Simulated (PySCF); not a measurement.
Stepwise substitution at one centre (Si Br-OH). All species are isolated molecules in the gas phase. One relaxed conformer stands for each flexible species; it need not be the lowest. Strings in code marks are SMILES.

These are PBE-D3(BJ)/def2-TZVP // PBE0-D4/def2-TZVP (PySCF) values and carry that method's errors. Excitations are Tamm–Dancoff values on a coarser integration grid. The basis has no diffuse functions, so Rydberg states are missing or too high.

```tsv
species	HOMO (eV)	T1 excitation (TDA) (eV)	HOMO–LUMO gap (eV)	S1 excitation (TDA) (eV)
0 of 4 Br replaced by OH (`Br[Si](Br)(Br)Br`)	-7.40	–	4.89	5.02
1 of 4 Br replaced by OH	-7.23	5.20	5.36	5.52
2 of 4 Br replaced by OH	-7.12	5.80	5.97	___
4 of 4 Br replaced by OH (`O[Si](O)(O)O`)	___	6.80	6.91	___
```

### Question
Complete the blanks.

### Answer

- 2 of 4 Br replaced by OH, S1 excitation (TDA) (eV): 6.15
- 4 of 4 Br replaced by OH (`O[Si](O)(O)O`), HOMO (eV): -7.33
- 4 of 4 Br replaced by OH (`O[Si](O)(O)O`), S1 excitation (TDA) (eV): 6.99
